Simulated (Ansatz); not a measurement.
Ansatz (a first-principles code) job for C3H3N2, SMILES N1C=C[N]C=1 (connectivity only; charge and spin as stated), charge -1, multiplicity 1, PBE-D3(BJ)/def2-SVPD. 

Ansatz 0.2 input:
```yaml
crystal:
  periodic: [false, false, false]
  atoms:
    - {symbol: C, position_ang: [0.00000000, 0.69857353, -0.90264346]}
    - {symbol: C, position_ang: [0.00000000, -0.69857361, -0.90264339]}
    - {symbol: N, position_ang: [0.00000000, -1.14352580, 0.39230791]}
    - {symbol: C, position_ang: [0.00000000, 0.00000005, 1.10672034]}
    - {symbol: N, position_ang: [0.00000000, 1.14352584, 0.39230780]}
    - {symbol: H, position_ang: [0.00000000, 1.38717767, -1.75079500]}
    - {symbol: H, position_ang: [0.00000000, -1.38717784, -1.75079487]}
    - {symbol: H, position_ang: [0.00000000, 0.00000010, 2.20067894]}
basis:
  gaussian:
    orbitals: def2-SVPD
hamiltonian:
  xc: pbe
  dispersion: d3bj
total_charge: -1
relax: {f_tol: 0.002, max_steps: 200}
```

Output:

```
WARN ansatz: RAYON_NUM_THREADS=1 ignored (pool sized by the plan → 1); use --threads N
Functional definition: PBE
integrals: 0.05 GiB planned
1049 factors; their error is unknown
mean field: 0.38 GiB planned
mean field evaluation 1: about -6126.3645 eV, gradient 3.1e1 eV
mean field evaluation 2: about -6122.8839 eV, gradient 4.9e1 eV
mean field evaluation 4: about -6128.8946 eV, gradient 3.8e0 eV
mean field evaluation 8: about -6128.8480 eV, gradient 4.1e-1 eV
mean field evaluation 16: about -6128.8484 eV, gradient 2.5e-5 eV
mean field -6128.84839199 eV, -225.2310241230 hartree, gradient 1.4e-5 eV, S^2 0.000000; 0 other end points of the search recorded, 0 dependent functions left out
the calculation of the forces begins
reference -6128.84843320 eV, -225.2310256376 hartree; 18, 18 occupied and 106, 106 virtual orbitals, 1049 factors
relax step   1: F+E_penalty+E_count = -6129.00768700 eV  Δ(F+E_penalty+E_count) = +0.000e0 eV  max|allowed force component| = 5.325e-1 eV/Å  Δτ_max = 0.0000 Å  (31 SCF iters, accepted)
these checks for a lower state are left out or cut short: starts, cluster_reference, orbital_swaps, neighbouring_geometries, increment
integrals: 0.05 GiB planned
1049 factors; their error is unknown
mean field: 0.38 GiB planned
mean field -6128.85802051 eV, -225.2313779646 hartree, gradient 9.7e-6 eV, S^2 0.000000; 0 other end points of the search recorded, 0 dependent functions left out
the calculation of the forces begins
reference -6128.85806175 eV, -225.2313794801 hartree; 18, 18 occupied and 106, 106 virtual orbitals, 1049 factors
relax step   2: F+E_penalty+E_count = -6129.01755590 eV  Δ(F+E_penalty+E_count) = -9.869e-3 eV  max|allowed force component| = 1.860e-1 eV/Å  Δτ_max = 0.0093 Å  (35 SCF iters, accepted)
these checks for a lower state are left out or cut short: starts, cluster_reference, orbital_swaps, neighbouring_geometries, increment
integrals: 0.05 GiB planned
1049 factors; their error is unknown
mean field: 0.38 GiB planned
mean field evaluation 32: about -6128.8590 eV, gradient 9.9e-6 eV
mean field -6128.85899644 eV, -225.2314138292 hartree, gradient 9.9e-6 eV, S^2 0.000000; 0 other end points of the search recorded, 0 dependent functions left out
the calculation of the forces begins
reference -6128.85903768 eV, -225.2314153447 hartree; 18, 18 occupied and 106, 106 virtual orbitals, 1049 factors
relax step   3: F+E_penalty+E_count = -6129.01866156 eV  Δ(F+E_penalty+E_count) = -1.106e-3 eV  max|allowed force component| = 1.651e-2 eV/Å  Δτ_max = 0.0037 Å  (35 SCF iters, accepted)
these checks for a lower state are left out or cut short: starts, cluster_reference, orbital_swaps, neighbouring_geometries, increment
integrals: 0.05 GiB planned
1049 factors; their error is unknown
mean field: 0.38 GiB planned
mean field -6128.85900267 eV, -225.2314140585 hartree, gradient 9.9e-6 eV, S^2 0.000000; 0 other end points of the search recorded, 0 dependent functions left out
the calculation of the forces begins
reference -6128.85904391 eV, -225.2314155740 hartree; 18, 18 occupied and 106, 106 virtual orbitals, 1049 factors
relax step   4: F+E_penalty+E_count = -6129.01866635 eV  Δ(F+E_penalty+E_count) = -4.792e-6 eV  max|allowed force component| = 6.997e-3 eV/Å  Δτ_max = 0.0001 Å  (35 SCF iters, accepted)
these checks for a lower state are left out or cut short: starts, cluster_reference, orbital_swaps, neighbouring_geometries, increment
integrals: 0.05 GiB planned
1049 factors; their error is unknown
mean field: 0.38 GiB planned
mean field -6128.85900823 eV, -225.2314142626 hartree, gradient 9.9e-6 eV, S^2 0.000000; 0 other end points of the search recorded, 0 dependent functions left out
the calculation of the forces begins
reference -6128.85904947 eV, -225.2314157781 hartree; 18, 18 occupied and 106, 106 virtual orbitals, 1049 factors
relax step   5: F+E_penalty+E_count = -6129.01866734 eV  Δ(F+E_penalty+E_count) = -9.945e-7 eV  max|allowed force component| = 6.860e-4 eV/Å  Δτ_max = 0.0001 Å  (34 SCF iters, accepted)
integrals: 0.05 GiB planned
1049 factors; their error is unknown
mean field: 0.38 GiB planned
mean field evaluation 64: about -6128.9414 eV, gradient 8.2e-2 eV
mean field -6128.85900823 eV, -225.2314142626 hartree, gradient 9.8e-6 eV, S^2 0.000000; 1 other end points of the search recorded, 0 dependent functions left out
the calculation of the forces begins
reference -6128.85904947 eV, -225.2314157781 hartree; 18, 18 occupied and 106, 106 virtual orbitals, 1049 factors
Total energy: -6129.01870858 eV, -225.2372831423 hartree
Atom 0 at     0.000000     0.702286    -0.904367 Å, force     0.000000    -0.000115    -0.000276 eV/Å
Atom 1 at     0.000000    -0.702286    -0.904367 Å, force     0.000000     0.000115    -0.000276 eV/Å
Atom 2 at     0.000000    -1.152743     0.394867 Å, force     0.000000     0.000141    -0.000152 eV/Å
Atom 3 at     0.000000     0.000000     1.109529 Å, force     0.000000     0.000000     0.000686 eV/Å
Atom 4 at     0.000000     1.152743     0.394867 Å, force    -0.000000    -0.000141    -0.000152 eV/Å
Atom 5 at    -0.000000     1.397284    -1.758926 Å, force    -0.000000     0.000148     0.000130 eV/Å
Atom 6 at    -0.000000    -1.397284    -1.758926 Å, force    -0.000000    -0.000148     0.000130 eV/Å
Atom 7 at    -0.000000     0.000000     2.212461 Å, force    -0.000000    -0.000000    -0.000089 eV/Å
Dipole moment:    -0.000000     0.000000    -0.231514 e Å
```

The calculation finished and met its thresholds.

Cost: roughly 25 core-seconds.
